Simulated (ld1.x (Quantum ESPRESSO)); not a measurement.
**indium (In): one change to a TM potential, before and after**

indium, norm-conserving Troullier–Martins (Kleinman–Bylander form), made with ld1.x (Quantum ESPRESSO) 7.5 (PBEsol, scalar-relativistic). Core [Kr], reference 4d10 5s2 5p1. Waves: 5p (bound): rc 2.00 bohr; 4d (bound): rc 1.75 bohr; 5s (bound): rc 1.55 bohr. Local part: the s channel. Core correction: a·sin(br)/r model core inside 0.90 bohr.

All-electron outer shells of the reference configuration (PBEsol, scalar-relativistic, ld1.x):

| shell | level (eV) | outermost node (bohr) | outermost maximum (bohr) |
| --- | --- | --- | --- |
| 4s | -119.51 | 0.41 | 0.77 |
| 4p | -78.02 | 0.42 | 0.82 |
| 4d | -18.59 | 0.40 | 0.94 |
| 5s | -8.25 | 1.02 | 2.16 |
| 5p | -2.52 | 1.14 | 2.85 |

Change: wave 5s (bound): rc 1.55 bohr becomes 5s (bound): rc 1.94 bohr.

Cutoffs: the cutoffs (Ry, on a coarse ladder) from which the occupation-weighted sum of valence levels, in a spherical-Bessel basis at the reference potential, stays within 10 and 1 mRy of its value at 400 Ry; they do not see the model core or the augmentation charge, which bear on the density cutoff. Errors are all-electron minus pseudo energies relative to the spin-unpolarised reference configuration.

**Question.** Predict the effect on cutoff, ghosts and configuration errors.

**Answer.** The potential gets softer (70 Ry and 140 Ry → 70 Ry and 110 Ry); the bound ghost in p disappears; of the 7 tests that both files solve, the error grows in 5 and shrinks in 0 by more than 15 % and 0.3 meV (median size 1.2 → 3.1 meV); the range in which the s phases agree widens (upper end 0.4 → 3.5). A larger radius leaves more room for a smooth pseudo-wave, so fewer plane waves are needed. More of the atom is replaced by a form fitted at one configuration, so other configurations suffer.

```tsv
quantity	base	changed
cutoff, loose	70 Ry	70 Ry
cutoff, tight	140 Ry	110 Ry
loose cutoff by channel (10 mRy a level)	p 15 Ry, d 60 Ry, s 30 Ry	p 15 Ry, d 60 Ry, s 8 Ry
bound ghosts	p	none
error for 4d10 5s2 5p0, meV [ΔE 5.36 eV]	-1.8	-1.7
error for 4d10 5s1 5p0, meV [ΔE 24.64 eV]	-0.4	-15
error for 4d10 5s0 5p0, meV [ΔE 52.90 eV]	-41	-66
error for 4d9 5s2 5p2, meV [ΔE 18.26 eV]	-110	-249
error for 4d10 5s1 5p2, meV [ΔE 5.88 eV]	-1.2	-2.1
error for 4d10 5s1 5p1, meV [ΔE 12.01 eV]	+0.7	-3.1
error for 4d10 5s2 5p1.3, meV [ΔE -0.53 eV]	0.0	+0.1
s: phases at 2.20 bohr within 0.05 rad from the reference energy up to (Ry; the scan ends near 5)	0.4	3.5
p: phases at 2.20 bohr within 0.05 rad from the reference energy up to (Ry; the scan ends near 5)	to the end of the scan	to the end of the scan
d: phases at 2.20 bohr within 0.05 rad from the reference energy up to (Ry; the scan ends near 5)	1.0	0.7
```

 A true bound ghost makes a file unfit for plane-wave use even where its test errors are small: the radial tests pick states by their node count and pass the ghost by.
